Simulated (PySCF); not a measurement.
Species: `O=C1C[SiH2]O[C@@H]1CF`. The columns A, B, C and D hold Mulliken, IAO, Hirshfeld and ESP-fitted charges (e) of one PBE0/pcSseg-1 density (PySCF), in a shuffled order. Coordinates in Å (GFN2-xTB); the density's dipole moment is (-0.28, 1.22, -0.68) D.

```csv
atom,x,y,z,A,B,C,D
O1,-0.206,-1.790,1.572,-0.231,-0.525,-0.339,-0.399
C2,-0.323,-0.882,0.795,+0.162,+0.695,+0.213,+0.384
C3,-1.382,-0.730,-0.252,-0.180,-0.600,-0.537,-0.634
Si4,-1.314,1.122,-0.682,+0.416,+0.686,+0.870,+1.016
O5,0.034,1.423,0.204,-0.235,-0.446,-0.616,-0.650
C6,0.650,0.305,0.767,+0.028,+0.010,-0.007,+0.017
C7,1.895,-0.094,-0.031,+0.022,+0.048,+0.216,+0.030
F8,1.531,-0.545,-1.275,-0.104,-0.223,-0.339,-0.328
H9,-1.068,-1.339,-1.102,+0.058,+0.173,+0.188,+0.193
H10,-2.322,-1.147,0.099,+0.054,+0.162,+0.165,+0.178
H11,-2.395,1.902,-0.095,-0.075,-0.127,-0.107,-0.140
H12,-1.047,1.366,-2.092,-0.073,-0.116,-0.105,-0.139
H13,0.968,0.552,1.788,+0.055,+0.081,+0.150,+0.166
H14,2.545,0.771,-0.185,+0.052,+0.104,+0.126,+0.153
H15,2.429,-0.907,0.468,+0.052,+0.076,+0.123,+0.152
```

Which column most likely holds the ESP-fitted charges?

B. Σ q r misses the density's dipole by 0.04 D (B), 0.18 D (A), 0.62 D (C), 0.87 D (D). Charges fitted to the outside potential are the only set here that is tied to the molecule's multipoles.

And the Hirshfeld charges?

A. The mean sizes are 0.120 e (A), 0.271 e (B), 0.273 e (C), 0.305 e (D), and Hirshfeld charges are commonly the smallest of these schemes.

As computed, A = Hirshfeld, B = ESP-fitted, C = Mulliken, D = IAO. Hydrogens on carbon: Hirshfeld +0.05 to +0.06, ESP-fitted +0.08 to +0.17, Mulliken +0.12 to +0.19, IAO +0.15 to +0.19 e.

The Mulliken scheme counts on each atom the diagonal of the density matrix times the overlap matrix over that atom's basis functions. The Hirshfeld scheme weights the molecular density at each point by an atom's share of the summed free-atom densities.

Geometry: GFN2-xTB, one conformer, isolated molecule.
